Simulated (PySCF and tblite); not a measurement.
The numbers below are computed, except where a source is named.
System: C7H11N, numbered as in [CH:1](=[CH:2]\[C@@H:3]1[CH2:4][NH:5]1)/[CH:6]1[CH2:7][CH2:8]1.

Level: PBE0/pcSseg-1 + D3(BJ) on GFN2-xTB stationary points, with GFN2-xTB thermal terms. Rates follow Eyring's equation with the number of equivalent paths and no tunnelling. (PySCF 2.14 with density fitting, tblite 0.8.)

(1) What barrier does the pyramidal inversion at N5 meet, and how fast is it at 298 K?

Results:

(1) The electronic barrier is 14.5 kcal/mol and ΔG‡(298 K) 12.8 kcal/mol, over a C1 saddle with an imaginary mode of 944i cm⁻¹ (GFN2-xTB). With 1 equivalent path, k is 2420 s⁻¹, a mean lifetime of the start of 410 µs against this motion. The end lies 1.6 kcal/mol below the start in free energy.
